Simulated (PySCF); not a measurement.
Numbering as in the mapped SMILES `[OH:1][CH2:2][CH:3]([SiH3:4])[SiH3:5]` (H(Xn): hydrogen on atom n).

Geometry: GFN2-xTB; GIAO shifts from PySCF 2.14.0 with density-fitted response routines, gas phase, non-relativistic, averaged over equivalent atoms.

At OPBE/pcSseg-1 (149 basis functions, 17 s wall time on 1 thread of an Arm Neoverse V2, shared host):
```json
{"atoms": "O1", "δ (ppm)": "79.5"}
{"atoms": "C2", "δ (ppm)": "66.8"}
{"atoms": "C3", "δ (ppm)": "11.0"}
{"atoms": "Si4/Si5", "δ (ppm)": "-73.4"}
{"atoms": "H(C2)", "δ (ppm)": "4.07"}
{"atoms": "H(Si4)/H(Si5)", "δ (ppm)": "3.90"}
{"atoms": "H(C3)", "δ (ppm)": "0.84"}
{"atoms": "H(O1)", "δ (ppm)": "0.28"}
```

References, each an isolated molecule treated in the same way: 17O (σref 333.63) against H2O; TMS for 13C (σref 187.50) and 29Si (σref 356.49) and 1H (σref 31.67).

What do these become at PBE0/IGLO-II?

Answers


```json
{"atoms": "O1", "δ at PBE0/IGLO-II": "74.4", "change": "-5.1"}
{"atoms": "C2", "δ at PBE0/IGLO-II": "67.3", "change": "+0.5"}
{"atoms": "C3", "δ at PBE0/IGLO-II": "12.4", "change": "+1.4"}
{"atoms": "Si4/Si5", "δ at PBE0/IGLO-II": "-72.3", "change": "+1.1"}
{"atoms": "H(C2)", "δ at PBE0/IGLO-II": "3.91", "change": "-0.16"}
{"atoms": "H(Si4)/H(Si5)", "δ at PBE0/IGLO-II": "4.25", "change": "+0.35"}
{"atoms": "H(C3)", "δ at PBE0/IGLO-II": "0.74", "change": "-0.10"}
{"atoms": "H(O1)", "δ at PBE0/IGLO-II": "0.30", "change": "+0.02"}
```

Scale: H2O for 17O (336.11 ppm); 13C (189.02 ppm) and 29Si (350.89 ppm) and 1H (32.10 ppm) vs TMS (reference shieldings calculated alike).

The largest change is at O1 (alcohol oxygen). Cost: 196 basis functions, 32 s wall time on 1 thread of an Arm Neoverse N1, shared host.

Experimental scales use liquid or dissolved standards, which lie at an offset from isolated H2O (liquid H2O: subtract about 36 ppm).
